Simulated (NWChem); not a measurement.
Species: CdCl cation; SMILES [Cd+][Cl]

All runs: NWChem. Coordinates come from a PBE0/def2-SVP optimisation. def2 effective core potentials on Cd; no spin-orbit coupling.

For level Hartree-Fock/def2-SVP:

```
Property          Result
----------------  ------
orbital gap (eV)    9.45
```

Task: What are these values for level LC-wPBE (HJS exchange hole, range parameter 0.4 per bohr)/def2-SVP?

Result: The orbital gap (eV) comes out as 8.36.
